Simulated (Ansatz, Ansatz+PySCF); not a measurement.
```xyz
3

C     0.0000    0.0000   -1.5015
C     0.0000    0.0000    0.0000
O     0.0000    0.0000    1.2859
```

Basis set: def2-SVP (spherical functions). Left uncorrelated: 3 orbitals. Correlation on ROHF uses semicanonical orbitals with singles. Charge 0, multiplicity 3.

Computed with Ansatz (development build ahead of 0.2.0); each method stands on the lowest determinant of its kind that the runs found.

The atomization energy at this shape (free ground-state atoms in the same class of orbitals less the molecule, no zero-point energy) of triplet C2O:

```csv
method,atomization energy
ROHF-CCSD(T),12.07 eV
UHF-CCSD(T),12.04 eV
UHF-MP2,12.53 eV
ROHF,7.39 eV
UHF,7.33 eV
```

What does ROHF-MP2 give?

12.73 eV. Caution: the shape is not the minimum. Caution for UHF-CCSD(T), UHF-MP2, UHF: the unrestricted determinant is spin contaminated.
